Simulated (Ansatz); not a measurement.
A search over several starts for the lowest SCF solution of CH₃F₃Sn⁺, that is SnMeF3 with one electron fewer at the given spin, in a small basis.

```yaml
crystal:
  periodic: [false, false, false]
  atoms:
    - {symbol: Sn, position_ang: [-0.001747, 0.002751, -0.890660]}
    - {symbol: C, position_ang: [0.002220, -0.003789, 1.221941]}
    - {symbol: H, position_ang: [-1.035899, 0.057085, 1.571611]}
    - {symbol: H, position_ang: [0.576153, 0.863597, 1.571107]}
    - {symbol: H, position_ang: [0.468593, -0.935726, 1.564944]}
    - {symbol: F, position_ang: [1.747924, -0.015235, -1.682687]}
    - {symbol: F, position_ang: [-0.860727, 1.532052, -1.673200]}
    - {symbol: F, position_ang: [-0.896526, -1.500733, -1.683065]}
basis:
  gaussian: {orbitals: def2-SVP}
total_charge: 1
magnetization: {spin_polarized: true, initial_magnetization: 1}
hamiltonian: {xc: pbe0, dispersion: d4}
output: {orbitals: {seedname: orbitals}}
```

```sh
$ ansatz run in.yaml --threads 4 --pin off --events-out ev --progress --plain --max-ram 3916MiB
```

It prints (some lines left out):

```
Functional definition: PBE0
1026 factors; integrals over basis functions are off by at most 1.2e-3 eV
mean field evaluation 1: about -15026.6425 eV, gradient 6.5e1 eV
mean field evaluation 2: about -14970.6178 eV, gradient 1.4e2 eV
mean field evaluation 4: about -15040.9660 eV, gradient 1.0e1 eV
mean field evaluation 8: about -15041.5904 eV, gradient 8.6e-1 eV
mean field evaluation 16: about -15041.5960 eV, gradient 9.4e-3 eV
mean field evaluation 32: about -15041.4379 eV, gradient 1.0e0 eV
mean field -15041.59597362 eV, -552.7684564706 hartree, gradient 3.0e-5 eV, S^2 0.763390; 6 other end points of the search recorded, 0 dependent functions left out
reference -15041.59600241 eV, -552.7684575286 hartree; 29, 28 occupied and 68, 69 virtual orbitals, 1026 factors
Total energy: -15041.70282626 eV, -552.7723832328 hartree
```

Hardware: 4 threads of Arm Neoverse V2 on a shared host. Wall time 3.2 s.

In the def2 sets Sn takes a core potential; there is no spin–orbit coupling.
